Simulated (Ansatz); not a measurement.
Basis-set extrapolation for AlClH₂OS (`[OH][Al]([SH])[Cl]`) (PBE0-D4/def2-TZVP geometry, frozen core, Ansatz 0.2.0). Multiplicity 1, RHF reference.

```tsv
	def2-TZVPP	def2-QZVPP
HF	-1175.236563	-1175.271272
MP2 correlation	-0.676932	-0.739145
CCSD(T) correlation	-0.743336	not run
```

Energies in hartree. Use E(X) = E(∞) + A·exp(−7.88·√X) for Hartree–Fock and E(X) = E(∞) + B·X^(−2.97) for correlation, with X = 3 and 4, and add CCSD(T) minus MP2 of the smaller set to the MP2 limit.

Problem. What is the CCSD(T) energy at the basis-set limit?

Solution. HF limit: -1175.271272 + (-0.034709) × 0.13774 = -1175.27605. MP2 limit: -0.739145 + (-0.062213) × 0.74074 = -0.78523. Higher-order term: -0.743336 − (-0.676932) = -0.06640. Total: -1176.12768 hartree, 92.7 kcal/mol below CCSD(T)/def2-TZVPP.
